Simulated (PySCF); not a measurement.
Job file and geometry (Å, from GFN2-xTB) of an NMR shielding run on SMILES B[C@@H](BNC)C1CC1, C$_{5}$H$_{13}$B$_{2}$N, GIAO PBE0/pcSseg-1 NMR shielding, non-relativistic, gas phase in PySCF 2.14.0, density-fitted response routines; density fitting, a coarse starting grid and PySCF grid level 2 are the driver's defaults:

```
$ OMP_NUM_THREADS=1 python probes_run.py task.json out

{"job": {"kind": "nmr", "xc": "PBE0", "basis": "pcSseg-1"}, "charge": 0, "multiplicity": 1}
B     -0.474550    -2.019697     0.226070
C     -0.479199    -0.463001     0.174501
B      0.956154    -0.146038    -0.490500
N      2.074779    -0.078207     0.312023
C      3.438262     0.187271    -0.086224
C     -1.609318     0.169866    -0.613125
C     -1.962949     1.611137    -0.403564
C     -2.888791     0.531885     0.078383
H     -0.993325    -2.651628    -0.611423
H      0.099064    -2.573103     1.085588
H     -0.469230    -0.028566     1.178322
H      1.069561     0.031058    -1.643023
H      1.998185    -0.243189     1.306256
H      3.478642     0.319842    -1.164732
H      3.815676     1.094941     0.393498
H      4.093064    -0.643751     0.190461
H     -1.697749    -0.206460    -1.624357
H     -1.409012     2.170990     0.335924
H     -2.265877     2.205346    -1.252940
H     -2.957828     0.360680     1.142827
H     -3.824479     0.387565    -0.441153
```

Question: Write the output of this run.

Answer: 
```
coarse grid: 16728 points
cycle   1  E = -302.2735572549  dE =  8.577e-01  |g| = 4.487e-01  |ddm| = 3.868e+00
cycle   2  E = -302.2709856341  dE =  2.572e-03  |g| = 4.800e-01  |ddm| = 9.148e-01
cycle   3  E = -302.3307338202  dE = -5.975e-02  |g| = 5.688e-02  |ddm| = 5.142e-01
cycle   4  E = -302.3314087273  dE = -6.749e-04  |g| = 2.339e-02  |ddm| = 7.089e-02
cycle   5  E = -302.3315352628  dE = -1.265e-04  |g| = 5.806e-03  |ddm| = 2.131e-02
cycle   6  E = -302.3315418857  dE = -6.623e-06  |g| = 1.801e-03  |ddm| = 5.167e-03
final grid: 159288 points
cycle   7  E = -302.3752926253  dE = -6.142e-05  |g| = 9.571e-03  |ddm| = 3.728e-02
cycle   8  E = -302.3752854764  dE =  7.149e-06  |g| = 1.105e-02  |ddm| = 1.987e-02
cycle   9  E = -302.3753171523  dE = -3.168e-05  |g| = 8.191e-04  |ddm| = 1.064e-02
cycle  10  E = -302.3753173130  dE = -1.607e-07  |g| = 2.322e-04  |ddm| = 9.499e-04
cycle  11  E = -302.3753173246  dE = -1.164e-08  |g| = 8.003e-05  |ddm| = 2.477e-04
cycle  12  E = -302.3753173261  dE = -1.510e-09  |g| = 2.394e-05  |ddm| = 8.793e-05
cycle  13  E = -302.3753173262  dE = -1.198e-10  |g| = 7.291e-06  |ddm| = 2.068e-05
converged SCF energy = -302.3753173262

GIAO shielding tensors (ppm)
atom      isotropic    diamagn.    paramagn.     s11        s22        s33       span
  0 B       15.229     194.020    -178.790    -65.307    -15.445    126.440    191.746
  1 C      122.130     253.679    -131.549     69.328    121.876    175.186    105.857
  2 B       61.818     198.561    -136.743     31.043     50.117    104.295     73.252
  3 N      127.669     324.978    -197.309     16.061    162.784    204.161    188.099
  4 C      148.099     240.290     -92.191    127.408    130.710    186.178     58.770
  5 C      170.012     246.224     -76.212    144.049    152.268    213.719     69.670
  6 C      180.376     252.260     -71.884    147.765    176.149    217.212     69.447
  7 C      178.888     256.967     -78.080    146.503    175.420    214.740     68.236
  8 H       23.941      31.386      -7.445     15.371     27.762     28.690     13.319
  9 H       24.123      31.596      -7.474     16.259     27.074     29.034     12.775
 10 H       30.153      36.421      -6.268     25.396     29.986     35.077      9.680
 11 H       26.938      33.869      -6.931     24.467     26.057     30.290      5.822
 12 H       27.393      36.058      -8.665     21.049     29.341     31.791     10.742
 13 H       28.558      27.704       0.854     25.180     27.712     32.783      7.603
 14 H       28.568      26.688       1.881     24.080     26.745     34.880     10.801
 15 H       28.646      25.839       2.807     23.951     26.767     35.219     11.268
 16 H       30.180      32.595      -2.416     24.368     27.308     38.862     14.494
 17 H       32.012      32.661      -0.649     26.687     29.255     40.094     13.406
 18 H       31.266      30.654       0.612     25.539     27.029     41.229     15.690
 19 H       32.070      32.737      -0.667     26.132     29.857     40.222     14.091
 20 H       31.227      30.854       0.372     25.376     26.952     41.353     15.977
```

Size and cost of the density-fitted run: 201 basis functions, 47 s wall time on 1 thread of an Arm Neoverse V1, shared host; peak memory 0.92 GiB.
